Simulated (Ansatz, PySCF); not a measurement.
Species: C2H6B (charge 0, doublet). It need not be the lowest isomer of its formula. SMILES: C[B]C
Geometry from a B3LYP-D3(BJ)/def2-TZVP (Ansatz, a quantum-chemistry and plane-wave program) optimisation:
```
B
C 1 1.5467
H 2 1.0909 1 114.73
H 2 1.0978 3 109.14 1 -128.79
H 2 1.1004 3 106.07 4 -114.56
C 1 1.5467 2 129.60 3 -157.21
H 6 1.0909 1 114.73 2 157.21
H 6 1.0978 7 109.14 1 128.79
H 6 1.1004 7 106.07 8 114.56
```
Charge 0, spin multiplicity 2.

Property: atomisation energy (electronic, to ground-state atoms), in eV. Cores are frozen in the correlated levels unless marked. UHF or UKS for open shells. No spin-orbit coupling. Non-relativistic. The coupled-cluster limit lacks core correlation, which all-electron functionals hold. CBS marks a two-point X^-3 extrapolation of the correlation energy; Hartree-Fock from the larger set. [CCSD(T)-MP2]/basis is that difference in the basis named.

| level | program | atomisation energy (eV) | minus last row |
|---|---|---|---|
| PBE0/STO-3G | Ansatz | 42.32 | 8.32 |
| PBE0-D4/def2-TZVP | Ansatz + dftd4 | 34.48 | 0.48 |
| TPSSh/def2-TZVPD | PySCF | 34.44 | 0.44 |
| PW6B95/def2-TZVPD | PySCF | 34.20 | 0.20 |
| MN15-D3(BJ)/def2-TZVPD | PySCF + dftd3 | 34.15 | 0.15 |
| HSE06/def2-TZVPD | Ansatz | 34.43 | 0.43 |
| wB97M-V/def2-TZVPD | Ansatz | 34.19 | 0.19 |
| B2GP-PLYP/def2-TZVPD | Ansatz | 33.75 | -0.25 |
| B2PLYP-D3(BJ)/def2-TZVPD | Ansatz + dftd3 | 33.91 | -0.09 |
| RPA@PBE/cc-pVQZ | Ansatz | 32.28 | -1.72 |
| MP2/6-31G* | Ansatz | 31.46 | -2.54 |
| SCS-MP2/aug-cc-pVDZ | Ansatz | 32.13 | -1.87 |
| CCSD(T)/6-31G | Ansatz | 29.84 | -4.16 |
| RI-MP2/CBS(cc-pVTZ,cc-pVQZ)+[CCSD(T)-MP2]/cc-pVQZ | Ansatz | 34.00 | 0.00 |
| CCSD(T)/CBS(cc-pVTZ,cc-pVQZ) | Ansatz | 34.00 | 0.00 |
